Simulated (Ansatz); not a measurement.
`[F][Ti]([F])([Cl])[I]`, relaxed with RKS PBE-D4/def2-SVP in Ansatz 0.2.0 from a rough embedded geometry. The force threshold is 0.03 eV/Å; the program also tests the step.

Total charge 0; spin multiplicity 1. I: def2 effective core potential.

Start:

```xyz
5

F     0.833    0.398   -1.806
Ti   -0.059    0.043   -0.124
F    -1.464    1.306    0.077
Cl   -0.978   -2.030   -0.109
I     1.668    0.284    1.961
```

| step | energy (eV) | largest force (eV/Å) | largest move (Å) |
| --- | --- | --- | --- |
| 1 | -49151.9330 | 3.764 | 0.000 |
| 2 | -49152.8220 | 1.499 | 0.195 |
| 3 | -49152.9059 | 0.449 | 0.070 |
| 4 | -49152.9113 | 0.078 | 0.031 |
| 5 | -49152.9120 | 0.025 | 0.016 |

End:

```xyz
5

F     0.752    0.358   -1.622
Ti   -0.072    0.064   -0.123
F    -1.340    1.235    0.057
Cl   -0.923   -1.945   -0.136
I     1.583    0.288    1.824
```

Run time 13 s (4 threads of a server CPU on a shared host); peak host memory 0.18 GiB.
